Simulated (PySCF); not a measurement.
CH$_{5}$AlOS$_{2}$ (SMILES C[O][Al]([SH])[SH]), singlet, geometry from GFN2-xTB (such geometries of metal compounds can be far from the true shape); CASSCF(4,4)/6-31G (PySCF).

The PySCF input:
```python
from pyscf import gto, scf, mcscf
import numpy

mol = gto.Mole()
mol.atom = '''
    Al    0.012897    0.070250    0.003651
    O    -0.504749   -1.384342   -0.555750
    C    -0.990878   -2.565706   -1.129622
    H    -1.743840   -2.330402   -1.883470
    H    -0.170060   -3.109132   -1.601213
    H    -1.440317   -3.192329   -0.356284
    S     1.020701    0.125405    1.959722
    H     0.900853   -1.186090    2.099787
    S    -0.273713    1.919362   -1.139597
    H     0.317172    2.657401   -0.204561
'''
mol.basis = '6-31g'
mol.charge = 0
mol.spin = 0
mol.verbose = 4
mol.build()

mf = scf.RHF(mol)
mf.kernel()
mc = mcscf.CASSCF(mf, 4, 4)
mc.kernel()
occ = numpy.linalg.eigvalsh(mc.fcisolver.make_rdm1(mc.ci, mc.ncas, mc.nelecas))[::-1]
ss = mc.fcisolver.spin_square(mc.ci, mc.ncas, mc.nelecas)[0]
print('natural occupations', occ.round(4), ' <S^2>', round(ss, 4))
```

What the program printed (banner, timings and long lists left out):

```
PySCF version 2.14.0

[INPUT] verbose = 4
[INPUT] num. atoms = 10
[INPUT] num. electrons = 64
[INPUT] charge = 0
[INPUT] spin (= nelec alpha-beta = 2S) = 0
[INPUT] symmetry False subgroup None
[INPUT] Mole.unit = angstrom
[INPUT] Symbol           X                Y                Z      unit          X                Y                Z       unit  Magmom
[...]
nuclear repulsion = 322.69488500417
number of shells = 41
number of NR pGTOs = 202
number of NR cGTOs = 67
basis = 6-31g
ecp = {}

******** <class 'pyscf.scf.hf.RHF'> ********
method = RHF
initial guess = minao
damping factor = 0
level_shift factor = 0
DIIS = <class 'pyscf.scf.diis.CDIIS'>
diis_start_cycle = 1
diis_space = 8
diis_damp = 0
SCF conv_tol = 1e-09
SCF conv_tol_grad = None
SCF max_cycles = 50
direct_scf = True
direct_scf_tol = 1e-13
Set gradient conv threshold to 3.16228e-05
Initial guess from minao.
init E= -1153.033185986
[...]
cycle= 1 E= -1152.47328962318  delta_E= 0.56  |g|= 0.567  |ddm|= 2.86
[...]
cycle= 2 E= -1152.54373781921  delta_E= -0.0704  |g|= 0.326  |ddm|= 0.875
[...]
cycle= 3 E= -1152.564045589  delta_E= -0.0203  |g|= 0.0502  |ddm|= 0.267
[...]
cycle= 4 E= -1152.56490364664  delta_E= -0.000858  |g|= 0.0112  |ddm|= 0.0918
[...]
cycle= 5 E= -1152.56496526476  delta_E= -6.16e-05  |g|= 0.0024  |ddm|= 0.0264
[...]
cycle= 6 E= -1152.56497000603  delta_E= -4.74e-06  |g|= 0.000523  |ddm|= 0.00886
[...]
cycle= 7 E= -1152.5649702783  delta_E= -2.72e-07  |g|= 0.000131  |ddm|= 0.00202
[...]
cycle= 8 E= -1152.56497029205  delta_E= -1.38e-08  |g|= 3.25e-05  |ddm|= 0.000439
[...]
cycle= 9 E= -1152.56497029278  delta_E= -7.32e-10  |g|= 5.91e-06  |ddm|= 0.000103
[...]
Extra cycle  E= -1152.56497029281  delta_E= -2.73e-11  |g|= 2.31e-06  |ddm|= 1.62e-05
converged SCF energy = -1152.56497029281

******** <class 'pyscf.mcscf.mc1step.CASSCF'> ********
CAS (2e+2e, 4o), ncore = 30, nvir = 33
max_cycle_macro = 50
max_cycle_micro = 4
conv_tol = 1e-07
conv_tol_grad = None
orbital rotation max_stepsize = 0.02
orbital rotation threshold for CI restart = 0.01
augmented hessian ah_max_cycle = 30
augmented hessian ah_conv_tol = 1e-12
augmented hessian ah_linear dependence = 1e-14
augmented hessian ah_level shift = 1e-08
augmented hessian ah_start_tol = 2.5
augmented hessian ah_start_cycle = 3
augmented hessian ah_grad_trust_region = 3
kf_trust_region = 3
kf_interval = 4
ci_response_space = 4
ci_grad_trust_region = 3
with_dep4 0
natorb = False
canonicalization = True
sorting_mo_energy = False
ao2mo_level = 2
internal_rotation = False
******** <class 'pyscf.fci.direct_spin1.FCISolver'> ********
max. cycles = 50
conv_tol = 1e-08
davidson only = False
linear dependence = 1e-12
level shift = 0.001
max iter space = 12
nroots = 1
pspace_size = 400
spin = None
CASCI E = -1152.56579003848  S^2 = 0.0000000
Set conv_tol_grad to 0.000316228
macro iter   1 ( 21 JK    4 micro), CASSCF E = -1152.56681944814  dE = -1.02940966e-03  S^2 = 0.0000000
               |grad[o]|=0.00283  |grad[c]|=0.00328  |ddm|=0.00939  |maxRot[o]|=0.314
macro iter   2 ( 21 JK    4 micro), CASSCF E = -1152.56816382467  dE = -1.34437653e-03  S^2 = 0.0000000
               |grad[o]|=0.00406  |grad[c]|=0.00996  |ddm|=0.0112  |maxRot[o]|=0.262
macro iter   3 ( 21 JK    4 micro), CASSCF E = -1152.57191529375  dE = -3.75146908e-03  S^2 = 0.0000000
               |grad[o]|=0.00634  |grad[c]|=0.0233  |ddm|=0.0102  |maxRot[o]|=0.313
macro iter   4 ( 21 JK    4 micro), CASSCF E = -1152.57514051490  dE = -3.22522115e-03  S^2 = 0.0000000
               |grad[o]|=0.0088  |grad[c]|=0.031  |ddm|=0.0102  |maxRot[o]|=0.155
macro iter   5 ( 21 JK    4 micro), CASSCF E = -1152.57696287294  dE = -1.82235804e-03  S^2 = 0.0000000
               |grad[o]|=0.00673  |grad[c]|=0.049  |ddm|=0.0293  |maxRot[o]|=  0.2
macro iter   6 ( 21 JK    4 micro), CASSCF E = -1152.57848477290  dE = -1.52189997e-03  S^2 = 0.0000000
               |grad[o]|=0.00934  |grad[c]|=0.0261  |ddm|=0.0209  |maxRot[o]|=0.158
[...]
macro iter  14 ( 21 JK    4 micro), CASSCF E = -1152.58004858391  dE = -2.35828979e-05  S^2 = 0.0000000
               |grad[o]|=0.00302  |grad[c]|=0.0128  |ddm|=0.00453  |maxRot[o]|=0.0505
macro iter  15 ( 21 JK    4 micro), CASSCF E = -1152.58010057105  dE = -5.19871330e-05  S^2 = 0.0000000
               |grad[o]|=0.00301  |grad[c]|=0.0129  |ddm|=0.00471  |maxRot[o]|=0.046
macro iter  16 ( 21 JK    4 micro), CASSCF E = -1152.58009987769  dE =  6.93358743e-07  S^2 = 0.0000000
               |grad[o]|=0.00299  |grad[c]|=0.0127  |ddm|=0.00437  |maxRot[o]|=0.0443
macro iter  17 ( 21 JK    4 micro), CASSCF E = -1152.58048322502  dE = -3.83347330e-04  S^2 = 0.0000000
               |grad[o]|=0.00297  |grad[c]|=0.00946  |ddm|=0.00388  |maxRot[o]|=0.048
macro iter  18 ( 21 JK    4 micro), CASSCF E = -1152.58111966613  dE = -6.36441109e-04  S^2 = 0.0000000
               |grad[o]|=0.00272  |grad[c]|=0.00443  |ddm|=0.00164  |maxRot[o]|=0.0875
macro iter  19 ( 21 JK    4 micro), CASSCF E = -1152.58161678467  dE = -4.97118546e-04  S^2 = 0.0000000
               |grad[o]|=0.00231  |grad[c]|=0.00514  |ddm|=0.00173  |maxRot[o]|=0.0999
macro iter  20 ( 21 JK    4 micro), CASSCF E = -1152.58158038076  dE =  3.64039074e-05  S^2 = 0.0000000
               |grad[o]|=0.00175  |grad[c]|=0.00958  |ddm|=0.00436  |maxRot[o]|=0.0198
macro iter  21 ( 21 JK    4 micro), CASSCF E = -1152.58181625879  dE = -2.35878026e-04  S^2 = 0.0000000
               |grad[o]|=0.00184  |grad[c]|=0.00265  |ddm|=0.00102  |maxRot[o]|=0.057
macro iter  22 ( 21 JK    4 micro), CASSCF E = -1152.58182077762  dE = -4.51882715e-06  S^2 = 0.0000000
               |grad[o]|=0.00135  |grad[c]|=0.00425  |ddm|=0.00179  |maxRot[o]|=0.00819
macro iter  23 ( 21 JK    4 micro), CASSCF E = -1152.58180946996  dE =  1.13076562e-05  S^2 = 0.0000000
               |grad[o]|=0.00132  |grad[c]|=0.00817  |ddm|=0.00471  |maxRot[o]|=0.00439
macro iter  24 ( 16 JK    4 micro), CASSCF E = -1152.58189418287  dE = -8.47129072e-05  S^2 = 0.0000000
               |grad[o]|=0.0014  |grad[c]|=0.00133  |ddm|=0.000613  |maxRot[o]|=0.0237
macro iter  25 ( 21 JK    4 micro), CASSCF E = -1152.58189316096  dE =  1.02191052e-06  S^2 = 0.0000000
               |grad[o]|=0.00113  |grad[c]|=0.0037  |ddm|=0.0018  |maxRot[o]|=0.00313
macro iter  26 ( 21 JK    4 micro), CASSCF E = -1152.58195618921  dE = -6.30282580e-05  S^2 = 0.0000000
               |grad[o]|=0.00111  |grad[c]|=0.00308  |ddm|=0.00171  |maxRot[o]|=0.0222
macro iter  27 ( 20 JK    4 micro), CASSCF E = -1152.58197199494  dE = -1.58057205e-05  S^2 = 0.0000000
               |grad[o]|=0.000846  |grad[c]|=0.00382  |ddm|=0.00195  |maxRot[o]|=0.00745
macro iter  28 ( 17 JK    4 micro), CASSCF E = -1152.58199364112  dE = -2.16461835e-05  S^2 = 0.0000000
               |grad[o]|=0.000729  |grad[c]|=0.00187  |ddm|=0.000957  |maxRot[o]|=0.0119
macro iter  29 ( 15 JK    4 micro), CASSCF E = -1152.58201768264  dE = -2.40415245e-05  S^2 = 0.0000000
               |grad[o]|=0.000597  |grad[c]|=0.00081  |ddm|=0.000315  |maxRot[o]|=0.0235
macro iter  30 (  8 JK    2 micro), CASSCF E = -1152.58201928451  dE = -1.60186960e-06  S^2 = 0.0000000
               |grad[o]|=0.000248  |grad[c]|=9.23e-05  |ddm|=0.000288  |maxRot[o]|=0.00574
macro iter  31 (  5 JK    1 micro), CASSCF E = -1152.58201944641  dE = -1.61897333e-07  S^2 = 0.0000000
               |grad[o]|=5.8e-05  |grad[c]|=4.78e-05  |ddm|=5.64e-05  |maxRot[o]|=0.00235
macro iter  32 (  3 JK    1 micro), CASSCF E = -1152.58201944758  dE = -1.17302079e-09  S^2 = 0.0000000
               |grad[o]|=2.86e-05  |grad[c]|=1.12e-05  |ddm|=2.01e-05  |maxRot[o]|=0.000115
1-step CASSCF converged in  32 macro (609 JK 120 micro) steps
CASSCF canonicalization
Density matrix diagonal elements [1.98228972 1.98411276 0.02310529 0.01049223]
CASSCF energy = -1152.58201944758
CASCI E = -1152.58201944758  E(CI) = -3.70922089381679  S^2 = 0.0000000
natural occupations [1.9846 1.9825 0.0227 0.0103]  <S^2> 0.0
```
